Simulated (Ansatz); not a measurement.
Ansatz results at the PBE0-D4/def2-TZVP geometry: size of the dipole moment (B3LYP/def2-TZVPP) 0.58 D; size of the dipole moment (ωB97M-V/def2-TZVPP) 0.56 D; zero-point energy (PBE0-D4/def2-TZVP) 171.5 kJ/mol.

(1) Which molecule gave them?
A. `[CH2][SbH][CH3]`•
B. `[OH][SnH][OH]`•
C. `C[SiH2][SiH2]`•
D. `C[CH2][SbH]`•

Results:

(1) A. The others give `C[SiH2][SiH2]`•: 0.96, 0.97, 180.4; `C[CH2][SbH]`•: 0.91, 0.87, 185.3; `[OH][SnH][OH]`•: 2.45, 2.55, 82.9.

B3LYP here is the variant with VWN-RPA as its local correlation; programs differ in this.
